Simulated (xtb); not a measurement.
xtb input (GFN1-xTB):

```bash
xtb mol.xyz --gfn 1 --sp --chrg -1 --uhf 0
```
mol.xyz:
```
5

C     -1.98162240     0.05350218    -0.04955741
C     -0.64661262    -0.10769500    -0.02088105
C      0.61059884     0.08118784     0.01894619
O      1.82236837     0.09828229     0.05112541
H     -2.47312991    -0.94822843    -0.10004966
```

Output:

```
           -------------------------------------------------
          |                Calculation Setup                |
           -------------------------------------------------

           -------------------------------------------------
          |                 G F N 1 - x T B                 |
           -------------------------------------------------

        Reference                      10.1021/acs.jctc.7b00118
      * Hamiltonian:
        H0-scaling (s, p, d)           1.850000    2.250000    2.000000
        zeta-weighting                 0.000000
      * Dispersion:
        s8                             2.400000
        a1                             0.630000
        a2                             5.000000
        s9                             0.000000
      * Repulsion:
        kExp                           1.500000
        rExp                           1.000000
      * Coulomb:
        alpha                          2.000000
        third order                    atomic
        anisotropic                    false
      * Halogen bond correction:
        rad-scale                      1.300000
        damping                        0.440000

          ...................................................
          :                      SETUP                      :
          :.................................................:
          :  # basis functions                  18          :
          :  # atomic orbitals                  18          :
          :  # shells                           10          :
          :  # electrons                        20          :
          :  # halogen bonds                     0          :
          :  max. iterations                   250          :
          :  Hamiltonian                  GFN1-xTB          :
          :  restarted?                      false          :
          :  GBSA solvation                  false          :
          :  PC potential                    false          :
          :  electronic temp.          300.0000000     K    :
          :  accuracy                    1.0000000          :
          :  -> integral cutoff          0.2500000E+02      :
          :  -> integral neglect         0.1000000E-07      :
          :  -> SCF convergence          0.1000000E-05 Eh   :
          :  -> wf. convergence          0.2000000E-04 e    :
          :  Broyden damping             0.4000000          :
          :  net charge                         -1          :
          :  unpaired electrons                  0          :
          ...................................................

 iter      E             dE          RMSdq      gap      omega  full diag
   1    -11.7155521 -0.117156E+02  0.108E+01    1.07       0.0  T
   2    -11.7835488 -0.679966E-01  0.654E+00    0.92       1.0  T
   3    -11.7749297  0.861909E-02  0.389E+00    1.05       1.0  T
   4    -11.8147258 -0.397962E-01  0.390E-01    0.98       1.0  T
   5    -11.8162374 -0.151153E-02  0.919E-02    0.99       1.0  T
   6    -11.8162601 -0.227488E-04  0.124E-02    0.99       3.6  T
   7    -11.8162602 -0.125733E-06  0.597E-03    0.99       7.5  T
   8    -11.8162603 -0.341232E-07  0.207E-03    0.99      21.6  T
   9    -11.8162603 -0.166107E-07  0.162E-04    0.99     276.8  T
  10    -11.8162603 -0.152614E-09  0.766E-06    0.99    5842.1  T

   *** convergence criteria satisfied after 10 iterations ***

         #    Occupation            Energy/Eh            Energy/eV
      -------------------------------------------------------------
         1        2.0000           -0.5480074             -14.9120
       ...           ...                  ...                  ...
         4        2.0000           -0.3406965              -9.2708
         5        2.0000           -0.3383394              -9.2067
         6        2.0000           -0.3364164              -9.1544
         7        2.0000           -0.2744277              -7.4676
         8        2.0000           -0.2038634              -5.5474
         9        2.0000           -0.2001480              -5.4463
        10        2.0000           -0.1085951              -2.9550 (HOMO)
        11                         -0.0722298              -1.9655 (LUMO)
        12                          0.0791108               2.1527
        13                          0.1141112               3.1051
        14                          0.1448839               3.9425
        15                          0.4102647              11.1639
       ...                                ...                  ...
        18                          1.5374763              41.8369
      -------------------------------------------------------------
                  HL-Gap            0.0363653 Eh            0.9896 eV
             Fermi-level           -0.0904124 Eh           -2.4602 eV

 SCC (total)                   0 d,  0 h,  0 min,  0.005 sec
 SCC setup                      ...        0 min,  0.000 sec (  2.319%)
 Dispersion                     ...        0 min,  0.000 sec (  1.221%)
 classical contributions        ...        0 min,  0.000 sec (  0.672%)
 integral evaluation            ...        0 min,  0.001 sec ( 24.778%)
 iterations                     ...        0 min,  0.002 sec ( 37.545%)
 molecular gradient             ...        0 min,  0.001 sec ( 29.990%)
 printout                       ...        0 min,  0.000 sec (  3.108%)

         :::::::::::::::::::::::::::::::::::::::::::::::::::::
         ::                     SUMMARY                     ::
         :::::::::::::::::::::::::::::::::::::::::::::::::::::
         :: total energy             -11.653847475251 Eh    ::
         :: gradient norm              0.045849593201 Eh/a0 ::
         :: HOMO-LUMO gap              0.989550105961 eV    ::
         ::.................................................::
         :: SCC energy               -11.816260281254 Eh    ::
         :: -> electrostatic           0.168906232360 Eh    ::
         :: repulsion energy           0.163489865198 Eh    ::
         :: dispersion energy         -0.001077059195 Eh    ::
         :: halogen bond corr.         0.000000000000 Eh    ::
         :: add. restraining           0.000000000000 Eh    ::
         :: total charge              -1.000000000000 e     ::
         :::::::::::::::::::::::::::::::::::::::::::::::::::::

           -------------------------------------------------
          |                Property Printout                |
           -------------------------------------------------

    * Orbital Energies and Occupations

         #    Occupation            Energy/Eh            Energy/eV
      -------------------------------------------------------------
         1        2.0000           -0.5480074             -14.9120
         2        2.0000           -0.4072604             -11.0821
         3        2.0000           -0.3692533             -10.0479
         4        2.0000           -0.3406965              -9.2708
         5        2.0000           -0.3383394              -9.2067
         6        2.0000           -0.3364164              -9.1544
         7        2.0000           -0.2744277              -7.4676
         8        2.0000           -0.2038634              -5.5474
         9        2.0000           -0.2001480              -5.4463
        10        2.0000           -0.1085951              -2.9550 (HOMO)
        11                         -0.0722298              -1.9655 (LUMO)
        12                          0.0791108               2.1527
        13                          0.1141112               3.1051
        14                          0.1448839               3.9425
        15                          0.4102647              11.1639
        16                          0.5238061              14.2535
Note: The following floating-point exceptions are signalling: IEEE_DENORMAL
normal termination of xtb
        17                          0.8347170              22.7138
        18                          1.5374763              41.8369
      -------------------------------------------------------------
                  HL-Gap            0.0363653 Eh            0.9896 eV
             Fermi-level           -0.0904124 Eh           -2.4602 eV

  Mulliken/CM5 charges         n(s)   n(p)   n(d)
     1C    -0.35022 -0.39485   1.359  2.991  0.000
     2C    -0.24912 -0.25242   1.096  3.154  0.000
     3C     0.26283  0.29892   1.027  2.710  0.000
     4O    -0.60191 -0.63990   1.759  4.842  0.000
     5H    -0.06159 -0.01175   1.062  0.000  0.000

Wiberg/Mayer (AO) data.
largest (>0.10) Wiberg bond orders for each atom

 ---------------------------------------------------------------------------
     #   Z sym  total        # sym  WBO       # sym  WBO       # sym  WBO
 ---------------------------------------------------------------------------
     1   6 C    3.084 --     2 C    1.743     5 H    0.997     3 C    0.206
                             4 O    0.137
     2   6 C    3.929 --     3 C    1.977     1 C    1.743     4 O    0.201
     3   6 C    3.842 --     2 C    1.977     4 O    1.621     1 C    0.206
     4   8 O    1.970 --     3 C    1.621     2 C    0.201     1 C    0.137
     5   1 H    1.054 --     1 C    0.997
 ---------------------------------------------------------------------------

Topologies differ in total number of bonds
Writing topology from bond orders to xtbtopo.mol

 dipole moment from electron density (au)
     X       Y       Z
   0.3241  -0.4703  -0.0093  total (Debye):    1.452

           -------------------------------------------------
          | TOTAL ENERGY              -11.653847475251 Eh   |
          | GRADIENT NORM               0.045849593201 Eh/α |
          | HOMO-LUMO GAP               0.989550105961 eV   |
           -------------------------------------------------

------------------------------------------------------------------------
------------------------------------------------------------------------
 total:
 SCF:
```

It need not be the lowest isomer of its formula. Whether it binds its extra electron was not tested at this geometry.
